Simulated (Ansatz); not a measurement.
## Nudged elastic band run: BFH7NSi

Input:

```yaml
crystal:
  periodic: [false, false, false]
  atoms:
    - { symbol: B, position_ang: [0.083802, -0.786072, -0.37416] }
    - { symbol: H, position_ang: [-0.209762, -1.943221, -0.195582] }
    - { symbol: "N", position_ang: [1.283624, -0.410021, -0.971996] }
    - { symbol: H, position_ang: [1.970885, -1.082776, -1.286346] }
    - { symbol: H, position_ang: [1.541854, 0.560675, -1.115214] }
    - { symbol: F, position_ang: [-0.777762, 0.167007, 0.024893] }
    - { symbol: Si, position_ang: [0.074057, 2.846987, 1.383136] }
    - { symbol: H, position_ang: [0.470041, 4.120495, 2.054353] }
    - { symbol: H, position_ang: [1.072249, 2.557101, 0.312792] }
    - { symbol: H, position_ang: [-1.278373, 3.009475, 0.786033] }
    - { symbol: H, position_ang: [0.081286, 1.748651, 2.386891] }
basis:
  gaussian: { orbitals: def2-SVP }
hamiltonian:
  xc: b3lyp
  dispersion: d4
neb:
  order_check: false
  images: 9
  f_tol: 0.05
  max_iterations: 60
  final_atoms:
    - { symbol: B, position_ang: [0.70356126, 0.418242, -0.22237786] }
    - { symbol: H, position_ang: [-1.3209472, -0.11252316, 2.31596729] }
    - { symbol: "N", position_ang: [1.53650131, 0.14556943, -1.30762627] }
    - { symbol: H, position_ang: [1.6930426, -0.79954774, -1.6465858] }
    - { symbol: H, position_ang: [2.03354667, 0.86132888, -1.82232697] }
    - { symbol: F, position_ang: [0.09586707, -0.6267015, 0.38021707] }
    - { symbol: Si, position_ang: [0.38458984, 2.30731484, 0.46928726] }
    - { symbol: H, position_ang: [0.83886582, 2.454724, 1.88578553] }
    - { symbol: H, position_ang: [1.13880907, 3.30237463, -0.35850148] }
    - { symbol: H, position_ang: [-1.06378549, 2.67309451, 0.41443313] }
    - { symbol: H, position_ang: [-1.72814996, 0.16442512, 2.8965281] }
  initial_path:
    images:
      - { positions_ang: [[0.083802, -0.786072, -0.37416], [-0.209762, -1.943221, -0.195582], [1.283624, -0.410021, -0.971996], [1.970885, -1.082776, -1.286346], [1.541854, 0.560675, -1.115214], [-0.777762, 0.167007, 0.024893], [0.074057, 2.846987, 1.383136], [0.470041, 4.120495, 2.054353], [1.072249, 2.557101, 0.312792], [-1.278373, 3.009475, 0.786033], [0.081286, 1.748651, 2.386891]] }
      - { positions_ang: [[0.06471839, -0.62831857, -0.29785756], [-0.16766601, -1.55273701, 0.15299221], [1.29177349, -0.33073074, -0.93325907], [1.93272104, -1.05362042, -1.23505109], [1.58995536, 0.62828704, -1.10498], [-0.85419204, 0.13579993, -0.10878813], [0.08233136, 2.705069, 1.2478784], [0.51659611, 3.73207187, 2.05204745], [1.04777249, 2.62634671, 0.20733209], [-1.26742675, 2.95114308, 0.77815102], [0.07531755, 1.57499013, 2.24633467]] }
      - { positions_ang: [[0.04563479, -0.47056514, -0.22155512], [-0.12557003, -1.16225303, 0.50156643], [1.29992298, -0.25144049, -0.89452213], [1.89455708, -1.02446483, -1.18375619], [1.63805672, 0.69589907, -1.09474599], [-0.93062207, 0.10459286, -0.24246926], [0.09060573, 2.56315099, 1.1126208], [0.56315122, 3.34364873, 2.04974191], [1.02329598, 2.69559241, 0.10187218], [-1.25648049, 2.89281116, 0.77026904], [0.0693491, 1.40132926, 2.10577834]] }
      - { positions_ang: [[0.02655118, -0.31281171, -0.14525268], [-0.08347404, -0.77176904, 0.85014064], [1.30807248, -0.17215023, -0.8557852], [1.85639311, -0.99530925, -1.13246128], [1.68615807, 0.76351111, -1.08451199], [-1.00705211, 0.07338579, -0.3761504], [0.09888009, 2.42123299, 0.9773632], [0.60970633, 2.9552256, 2.04743636], [0.99881947, 2.76483812, -0.00358772], [-1.24553424, 2.83447925, 0.76238706], [0.06338065, 1.22766839, 1.96522201]] }
      - { positions_ang: [[0.00746758, -0.15505828, -0.06895024], [-0.04137806, -0.38128506, 1.19871485], [1.31622197, -0.09285998, -0.81704826], [1.81822915, -0.96615367, -1.08116637], [1.73425943, 0.83112314, -1.07427799], [-1.08348214, 0.04217872, -0.50983153], [0.10715446, 2.27931499, 0.84210561], [0.65626144, 2.56680246, 2.04513081], [0.97434296, 2.83408382, -0.10904763], [-1.23458799, 2.77614733, 0.75450508], [0.0574122, 1.05400752, 1.82466568]] }
      - { positions_ang: [[-0.01161603, 0.00269515, 0.0073522], [0.00071793, 0.00919893, 1.54728907], [1.32437146, -0.01356972, -0.77831133], [1.78006519, -0.93699808, -1.02987146], [1.78236079, 0.89873518, -1.06404399], [-1.15991218, 0.01097165, -0.64351266], [0.11542882, 2.13739699, 0.70684801], [0.70281655, 2.17837933, 2.04282527], [0.94986645, 2.90332953, -0.21450754], [-1.22364173, 2.71781541, 0.74662309], [0.05144375, 0.88034665, 1.68410935]] }
      - { positions_ang: [[0.13141943, 0.08580452, -0.03859382], [-0.2636151, -0.01514549, 1.70102471], [1.36679743, 0.01825811, -0.88417432], [1.76266067, -0.90950801, -1.15321433], [1.83259797, 0.89125392, -1.21570058], [-0.90875633, -0.11656298, -0.43876672], [0.16926102, 2.17138056, 0.65933586], [0.73002641, 2.23364826, 2.01141732], [0.98765497, 2.98313855, -0.24330633], [-1.19167049, 2.70887123, 0.6801851], [-0.30447499, 0.73716235, 1.9265931]] }
      - { positions_ang: [[0.27445489, 0.16891389, -0.08453983], [-0.52794812, -0.03948991, 1.85476036], [1.4092234, 0.05008594, -0.9900373], [1.74525615, -0.88201795, -1.2765572], [1.88283514, 0.88377266, -1.36735718], [-0.65760048, -0.24409761, -0.23402077], [0.22309323, 2.20536413, 0.61182371], [0.75723626, 2.2889172, 1.98000937], [1.0254435, 3.06294757, -0.27210512], [-1.15969924, 2.69992705, 0.61374711], [-0.66039373, 0.59397804, 2.16907685]] }
      - { positions_ang: [[0.41749035, 0.25202326, -0.13048584], [-0.79228115, -0.06383432, 2.008496], [1.45164937, 0.08191377, -1.09590029], [1.72785163, -0.85452788, -1.39990007], [1.93307232, 0.8762914, -1.51901378], [-0.40644463, -0.37163224, -0.02927483], [0.27692543, 2.2393477, 0.56431156], [0.78444612, 2.34418613, 1.94860143], [1.06323202, 3.14275659, -0.3009039], [-1.12772799, 2.69098287, 0.54730911], [-1.01631247, 0.45079373, 2.4115606]] }
      - { positions_ang: [[0.56052581, 0.33513263, -0.17643185], [-1.05661417, -0.08817874, 2.16223165], [1.49407534, 0.1137416, -1.20176328], [1.71044712, -0.82703781, -1.52324293], [1.9833095, 0.86881014, -1.67067037], [-0.15528878, -0.49916687, 0.17547112], [0.33075763, 2.27333127, 0.51679941], [0.81165597, 2.39945507, 1.91719348], [1.10102054, 3.22256561, -0.32970269], [-1.09575674, 2.68203869, 0.48087112], [-1.37223121, 0.30760943, 2.65404435]] }
      - { positions_ang: [[0.70356126, 0.418242, -0.22237786], [-1.3209472, -0.11252316, 2.31596729], [1.53650131, 0.14556943, -1.30762627], [1.6930426, -0.79954774, -1.6465858], [2.03354667, 0.86132888, -1.82232697], [0.09586707, -0.6267015, 0.38021707], [0.38458984, 2.30731484, 0.46928726], [0.83886582, 2.454724, 1.88578553], [1.13880907, 3.30237463, -0.35850148], [-1.06378549, 2.67309451, 0.41443313], [-1.72814996, 0.16442512, 2.8965281]] }
```

Launched with:

```bash
$ ansatz run input.yaml --threads 2 --pin off --max-ram 3072MiB --backend cpu --events-out ev --progress --plain --runs-dir out
```

Output, in part (warnings, iteration lines, the closing report on the highest movable image, with atoms numbered from 0):

```
NEB end point (image 0): max|allowed force component| = 1.513e-2 eV/Å (the criterion of neb.relax_end_points is 1.000e-2)
NEB end point (image 10): max|allowed force component| = 1.183e-2 eV/Å (the criterion of neb.relax_end_points is 1.000e-2)
NEB iter   1: max|band force component| = 3.099e1 eV/Å  barrier→ = 6.0255 eV  barrier← = 5.5045 eV  Δτ_max = 0.2000 Å  (279 SCF iters)
NEB iter   2: max|band force component| = 4.817e0 eV/Å  barrier→ = 3.9350 eV  barrier← = 3.4140 eV  Δτ_max = 0.2000 Å  (282 SCF iters)
NEB iter   3: max|band force component| = 2.470e0 eV/Å  barrier→ = 3.0611 eV  barrier← = 2.5402 eV  Δτ_max = 0.2000 Å  (259 SCF iters)
NEB iter   4: max|band force component| = 1.078e0 eV/Å  barrier→ = 2.7630 eV  barrier← = 2.2421 eV  Δτ_max = 0.2000 Å  (249 SCF iters)
NEB iter   5: max|band force component| = 1.014e0 eV/Å  barrier→ = 2.5099 eV  barrier← = 1.9890 eV  Δτ_max = 0.2000 Å  (254 SCF iters)
NEB iter   6: max|band force component| = 1.206e0 eV/Å  barrier→ = 2.2557 eV  barrier← = 1.7348 eV  Δτ_max = 0.1003 Å  (257 SCF iters)
NEB iter   7: max|band force component| = 1.034e0 eV/Å  barrier→ = 2.0802 eV  barrier← = 1.5593 eV  Δτ_max = 0.0999 Å  (262 SCF iters)
NEB iter   8: max|band force component| = 9.519e-1 eV/Å  barrier→ = 1.9240 eV  barrier← = 1.4030 eV  CI = image 5  Δτ_max = 0.1952 Å  (262 SCF iters)
NEB iter   9: max|band force component| = 7.168e-1 eV/Å  barrier→ = 2.3553 eV  barrier← = 1.8344 eV  CI = image 5  Δτ_max = 0.2000 Å  (261 SCF iters)
NEB iter  10: max|band force component| = 3.324e0 eV/Å  barrier→ = 2.6068 eV  barrier← = 2.0858 eV  CI = image 5  Δτ_max = 0.0989 Å  (257 SCF iters)
NEB iter  11: max|band force component| = 1.196e0 eV/Å  barrier→ = 2.3487 eV  barrier← = 1.8278 eV  CI = image 5  Δτ_max = 0.1963 Å  (260 SCF iters)
NEB iter  12: max|band force component| = 4.712e-1 eV/Å  barrier→ = 2.4349 eV  barrier← = 1.9140 eV  CI = image 5  Δτ_max = 0.1258 Å  (255 SCF iters)
NEB iter  13: max|band force component| = 1.900e-1 eV/Å  barrier→ = 2.3975 eV  barrier← = 1.8766 eV  CI = image 5  Δτ_max = 0.1015 Å  (252 SCF iters)
NEB iter  14: max|band force component| = 4.127e-1 eV/Å  barrier→ = 2.3814 eV  barrier← = 1.8605 eV  CI = image 5  Δτ_max = 0.0509 Å  (245 SCF iters)
NEB iter  15: max|band force component| = 3.721e-1 eV/Å  barrier→ = 2.3728 eV  barrier← = 1.8518 eV  CI = image 5  Δτ_max = 0.0509 Å  (240 SCF iters)
NEB iter  16: max|band force component| = 2.965e-1 eV/Å  barrier→ = 2.3658 eV  barrier← = 1.8448 eV  CI = image 5  Δτ_max = 0.1016 Å  (243 SCF iters)
NEB iter  17: max|band force component| = 9.732e-2 eV/Å  barrier→ = 2.3553 eV  barrier← = 1.8344 eV  CI = image 5  Δτ_max = 0.1165 Å  (240 SCF iters)
NEB iter  18: max|band force component| = 1.103e-1 eV/Å  barrier→ = 2.3515 eV  barrier← = 1.8305 eV  CI = image 5  Δτ_max = 0.0586 Å  (248 SCF iters)
NEB iter  19: max|band force component| = 8.769e-2 eV/Å  barrier→ = 2.3504 eV  barrier← = 1.8294 eV  CI = image 5  Δτ_max = 0.0584 Å  (242 SCF iters)
NEB iter  20: max|band force component| = 1.308e-1 eV/Å  barrier→ = 2.3501 eV  barrier← = 1.8292 eV  CI = image 5  Δτ_max = 0.0293 Å  (246 SCF iters)
NEB iter  21: max|band force component| = 4.690e-2 eV/Å  barrier→ = 2.3501 eV  barrier← = 1.8291 eV  CI = image 5  Δτ_max = 0.0000 Å  (449 SCF iters)
Total energy: -12869.69215525 eV, -472.9524633149 hartree
Atom 0 at     0.093692     0.263908     0.055168 Å, force     0.009436    -0.006436     0.001291 eV/Å
Atom 1 at    -0.062716    -0.582357     1.110024 Å, force    -0.001346    -0.000492    -0.001998 eV/Å
Atom 2 at     1.473818     0.046785    -0.372164 Å, force    -0.006713    -0.010786    -0.016209 eV/Å
Atom 3 at     1.696878    -0.895864    -0.683049 Å, force     0.000584     0.007091     0.005321 eV/Å
Atom 4 at     1.821982     0.706703    -1.062878 Å, force    -0.000322     0.001637     0.008916 eV/Å
Atom 5 at    -1.024349     0.103572    -0.744942 Å, force     0.000986    -0.000112     0.003725 eV/Å
Atom 6 at     0.093823     2.309709     0.795875 Å, force    -0.002071     0.002264     0.001817 eV/Å
Atom 7 at     1.015484     2.587588     1.935955 Å, force    -0.000570     0.000481    -0.000801 eV/Å
Atom 8 at     0.628815     2.959346    -0.438656 Å, force    -0.000178     0.000554     0.000909 eV/Å
Atom 9 at    -1.254028     2.870839     1.101502 Å, force     0.000730     0.001221     0.000081 eV/Å
Atom 10 at    -0.171498     0.418072     1.307965 Å, force    -0.000537     0.004578    -0.003054 eV/Å
Dipole moment:     0.210151    -0.076395     0.140153 e Å
```

The run converged. Neighbouring images differ by up to 1.6 eV, so the band resolves the path poorly. A vibrational analysis at the climbing image gives one clearly imaginary mode, 978i cm⁻¹: a first-order saddle point. The orbitals stay closed-shell, which can raise the energy where a bond breaks towards radicals; this wasn't checked here.

Final band (atoms are numbered from 1 in the order of the input):

```csv
image,path coordinate (Å),energy (eV),B1–H2 (Å),Si7–H11 (Å),B1–Si7 (Å)
0,0.00,0.00,1.21,1.49,4.04
1,0.98,0.00,1.21,1.49,3.82
2,1.95,0.02,1.21,1.49,3.63
3,2.93,0.10,1.21,1.48,3.32
4,3.90,0.79,1.21,1.51,2.75
5,4.88,2.35,1.36,1.98,2.18
6,6.11,0.95,2.26,2.67,2.04
7,7.35,0.57,2.79,3.59,2.04
8,8.58,0.53,3.03,4.10,2.04
9,9.82,0.52,3.28,4.15,2.04
10,11.05,0.52,3.29,3.87,2.04
```

Time of the run: 3.8 min on 2 threads of Intel(R) Xeon(R) 6975P-C (Granite Rapids), on a shared host, peak memory 0.2 GiB.
